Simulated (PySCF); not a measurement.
# Electronic structure of Ne⁺ (neon, charge +1) at the CAM-B3LYP level

Configuration: [He] 2s2 2p5, 2P determinant. All numbers are calculated (PySCF 2.14, scalar relativity by spin-free X2C-1e, in x2c-QZVPPall with one added diffuse shell each of s, p, d, f type (8s5p4d3f1g, 73 functions)).

```json
{
 "Total energy": "-128.3000 hartree",
 "One-electron energy": "-175.2474 hartree",
 "Hartree (Coulomb) energy": "58.9395 hartree",
 "Exchange-correlation energy": "-11.9921 hartree",
 "⟨S²⟩": "0.7511",
 "⟨L²⟩": "2.005",
 "Sum of ⟨r⟩": "6.452 bohr",
 "Sum of ⟨r²⟩": "6.904 bohr²",
 "Traceless quadrupole moment −½Σ⟨3z² − r²⟩ along its main axis": "0.404 e·bohr²",
 "Langevin diamagnetic susceptibility": "-5.47 ×10⁻⁶ cm³/mol"
}
```

| shell | electrons | mean orbital energy (eV) | spread (eV) | rms radius, mean of both spins (bohr) |
| --- | --- | --- | --- | --- |
| 1s α | 1 | -868.84 | 0 | 0.183 |
| 1s β | 1 | -867.74 | 0 | 0.183 |
| 2s α | 1 | -62.443 | 0 | 0.952 |
| 2s β | 1 | -59.467 | 0 | 0.952 |
| 2p α | 3 | -37.906 | 3.024 | 1.00 |
| 2p β | 2 | -35.822 | 0 | 1.00 |
